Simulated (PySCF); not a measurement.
# Excitation energy of Sn²⁺ by level of theory

Sn²⁺ [Kr] 4d10 5s2 (1S) → Sn²⁺ [Kr] 4d10 5s1 6s1 (3S), as a difference of total energies. All numbers are calculated (PySCF 2.14, scalar relativity through the core potential, in aug-cc-pVDZ-PP with ECP28MDF). Correlated levels: valence: 4s2 4p6 4d10 frozen. The calculations carry no spin-orbit coupling.

```json
{"method": "UHF", "excitation energy (eV)": "15.828"}
{"method": "MP2 (valence)", "excitation energy (eV)": "16.325"}
{"method": "SCS-MP2 (valence)", "excitation energy (eV)": "16.512"}
{"method": "CCSD (valence)", "excitation energy (eV)": "16.531"}
```

Question: How much does correlation contribute at MP2 (valence)?

Answer: 16.325 − (15.828) = 0.497 eV, measured against UHF.

The promoted electron is Rydberg-like, and one or two diffuse shells describe it only roughly, which tends to raise the upper state.

With two correlated electrons CCSD is exact in that space.
